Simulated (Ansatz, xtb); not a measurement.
# C7H4O2: 4 structures ranked

4 gas-phase structures of C7H4O2, from a drawn sample of its isomers (lower ones may exist). Each was relaxed with GFN2-xTB:

A. `C#CC1=COC(=O)C=C1`, a singlet
B. `C#CC1=CC(=O)OC1=C`, a singlet
C. `C#CC1=CC(=O)CC1=O`, a singlet
D. `C#CC1=COC=CC1=O`, a singlet

Problem. Make a reasoned guess at their ranking by r2SCAN-D4/def2-SVP single-point energy.

Solution. Calculated order at r2SCAN-D4/def2-SVP: A (0.0), B (3.4), C (4.2), D (10.4) kcal/mol. Less than 1 kcal/mol parts B and C, so the order within that pair means little.

Energies above the lowest of each column, in kcal/mol; the last columns are at B3LYP/def2-SVP geometries:

| structure | GFN2-xTB | HF/STO-3G | r2SCAN-D4/def2-SVP | B3LYP/def2-SVP | CCSD(T)/def2-SVP + ΔMP2/def2-TZVPP |
| --- | --- | --- | --- | --- | --- |
| A | 0.0 | 1.1 | 0.0 | 0.0 | 0.0 |
| B | 5.3 | 4.0 | 3.4 | 4.1 | 1.5 |
| C | 12.7 | 0.0 | 4.2 | 4.4 | 1.1 |
| D | 8.3 | 8.4 | 10.4 | 10.2 | 9.6 |

CCSD(T)/def2-SVP + ΔMP2/def2-TZVPP puts A lowest; HF/STO-3G picks C. CCSD(T)/def2-SVP + ΔMP2/def2-TZVPP orders those it was run on as A (0.0), C (1.1), B (1.5), D (9.6) kcal/mol. Less than 1 kcal/mol parts C and B, so the order within that pair means little. ΔMP2 is the change of the MP2 energy from the smaller to the larger basis.

Over these structures GFN2-xTB departs from r2SCAN-D4/def2-SVP by 3.2 kcal/mol on average once a common shift is removed. A GFN2-xTB relaxation took about 0.074 s and the r2SCAN-D4/def2-SVP energy about 2.3 s on a shared host (Ansatz 0.2.0, xtb 6.7.1).
